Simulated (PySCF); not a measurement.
PySCF input for CH5FO2Si2, SMILES O1C[Si@@](F)(O)[SiH2]1, TPSSh-D3(BJ)/def2-SVP. 

```python
import numpy as np
from pyscf import gto, scf, dft
import os
os.environ['JAX_PLATFORMS'] = 'cpu'
from ase import Atoms, units
from ase.calculators.calculator import Calculator, all_changes
from sella import Sella

mol = gto.M(
    atom='''
    O     2.06099722   -0.05290730   -0.73129254
    Si    0.70807214   -0.00283307    0.16347216
    F     1.34170957   -0.16249562    1.63443811
    C    -0.61857128   -1.36892392   -0.16294731
    O    -1.74701227   -0.51259662   -0.44133897
    Si   -1.28395289    1.06439277   -0.27581330
    H     2.05049349   -0.10236524   -1.68210497
    H    -0.47061667   -2.02282586   -1.02528738
    H    -0.87448373   -2.00219797    0.68797261
    H    -2.04449885    1.70664966    0.79322952
    H    -1.47440203    1.75893938   -1.55224102
    ''',
    basis='def2-SVP',
    charge=0,
    spin=0,
    max_memory=1600,
    verbose=3,
)
mf = dft.RKS(mol, xc='tpssh').density_fit(auxbasis='def2-universal-jkfit')
mf.disp = 'd3bj'
mf.grids.level = 4
mf.conv_tol = 1e-9
mf.max_cycle = 100
mf.kernel()
grad = mf.nuc_grad_method()
grad.grid_response = mol.nao <= 150
scan = grad.as_scanner()
scan.verbose = scan.base.verbose = 0
class SCF(Calculator):
    implemented_properties = ['energy', 'forces']
    def calculate(self, atoms=None, properties=None, system_changes=all_changes):
        super().calculate(atoms, properties, system_changes)
        e, g = scan(mol.set_geom_(self.atoms.positions, unit='Angstrom', inplace=False))
        assert scan.converged
        self.results = {'energy': float(e) * units.Hartree, 'forces': -np.asarray(g) * units.Hartree / units.Bohr}
atoms = Atoms(mol.elements, mol.atom_coords(unit='Angstrom'), calculator=SCF())
conv = Sella(atoms, order=0, internal=True, allow_fragments=True).run(fmax=0.002, steps=150)
mol_eq = mol.set_geom_(atoms.positions, unit='Angstrom', inplace=False)
print(mol_eq.tostring(format='xyz'))
mf.reset(mol_eq)
mf.verbose = 3
mf.kernel()
```

Output:

```
converged SCF energy = -870.122013191925
     Step          Energy         fmax         cmax       rtrust          rho
Sella   0   -23677.225989       1.1301       0.0000       0.1000       1.0000
Sella   1   -23677.364567       1.1301       0.0000       0.1000       1.2369
Sella   2   -23677.395665       0.7383       0.0000       0.1000       1.1280
Sella   3   -23677.401133       0.2670       0.0000       0.1000       1.3592
Sella   4   -23677.404624       0.1050       0.0000       0.1000       1.3286
Sella   5   -23677.406056       0.1248       0.0000       0.1000       1.3272
Sella   6   -23677.406695       0.0968       0.0000       0.1000       1.4045
Sella   7   -23677.407144       0.0532       0.0000       0.1000       1.3846
Sella   8   -23677.407403       0.0337       0.0000       0.1000       1.3438
Sella   9   -23677.407531       0.0387       0.0000       0.1000       1.4189
Sella  10   -23677.407640       0.0333       0.0000       0.1000       1.4892
Sella  11   -23677.407771       0.0337       0.0000       0.1000       1.5051
Sella  12   -23677.407942       0.0292       0.0000       0.1000       1.6862
Sella  13   -23677.408253       0.0394       0.0000       0.1000       1.5280
Sella  14   -23677.408891       0.0288       0.0000       0.1000       1.1972
Sella  15   -23677.410038       0.0354       0.0000       0.1000       1.0906
Sella  16   -23677.411842       0.0349       0.0000       0.1000       1.0479
Sella  17   -23677.414385       0.0442       0.0000       0.1150       1.0163
Sella  18   -23677.418251       0.0534       0.0000       0.1322       1.0057
Sella  19   -23677.423881       0.0643       0.0000       0.1521       0.9891
Sella  20   -23677.431550       0.0738       0.0000       0.1749       0.9738
Sella  21   -23677.441022       0.0764       0.0000       0.1749       0.9486
Sella  22   -23677.449869       0.0639       0.0000       0.1749       0.9370
Sella  23   -23677.456536       0.0544       0.0000       0.1749       0.9306
Sella  24   -23677.459910       0.0366       0.0000       0.1749       0.9333
Sella  25   -23677.460502       0.0489       0.0000       0.1749       1.2987
Sella  26   -23677.460742       0.0387       0.0000       0.1749       1.3411
Sella  27   -23677.460849       0.0348       0.0000       0.1749       1.4071
Sella  28   -23677.460937       0.0261       0.0000       0.1749       1.4710
Sella  29   -23677.461023       0.0163       0.0000       0.1749       1.3572
Sella  30   -23677.461060       0.0159       0.0000       0.1749       1.2828
Sella  31   -23677.461071       0.0078       0.0000       0.1749       1.2810
Sella  32   -23677.461074       0.0055       0.0000       0.1749       1.3561
Sella  33   -23677.461075       0.0029       0.0000       0.1749       1.4061
Sella  34   -23677.461076       0.0021       0.0000       0.1749       1.4177
Sella  35   -23677.461077       0.0023       0.0000       0.1749       1.3627
Sella  36   -23677.461078       0.0023       0.0000       0.1749       1.2943
11
XYZ from PySCF
O           1.85204280       -0.31005088       -1.11960606
Si          0.66770157       -0.12191248        0.02534232
F           1.38178698       -0.01013827        1.49187406
C          -0.68791424       -1.45770428       -0.12689531
O          -1.82439722       -0.57751389       -0.35747311
Si         -1.31951153        1.04881583       -0.31878280
H           2.55316614        0.35576018       -1.16596143
H          -0.56712174       -2.14422904       -0.98226369
H          -0.86125192       -2.06291942        0.77959106
H          -1.95795620        1.82284430        0.78167326
H          -1.58880994        1.75988416       -1.59941139
converged SCF energy = -870.130652531335
```

Self-consistency was reached.

Cost: roughly 18 core-minutes.
